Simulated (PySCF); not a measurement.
```xyz
5
charge -1 multiplicity 1, angstrom
Br    0.0000    0.0000    0.0000
F     1.9141    0.0000    0.0000
F     0.0000    1.9141    0.0000
F    -1.9141    0.0000    0.0000
F     0.0000   -1.9141    0.0000
```

Level of theory: PBE0/[Br def2-SVPD, F def2-SVPD], no relativity, density fitting, PySCF.

This geometry of BrF₄⁻ is a stationary point at this level.

Q: What is the point group?

A: D4h.

Q: Is it a minimum?

A: Yes: all harmonic wavenumbers are real.

Q: Which band is strongest in the infrared?

A: 505 cm⁻¹ (eu), 854 km/mol.

Q: Give the ideal-gas entropy at 298.15 K and 1 bar by parts.

A: translation 171.7, rotation 95.7, vibration 55.1, spin 0.0; total 322.5 J/(mol K).

Only a few start shapes were tried, so a lower isomer may exist. The lowest empty level of this anion is unbound, so it and the gap depend on the basis.
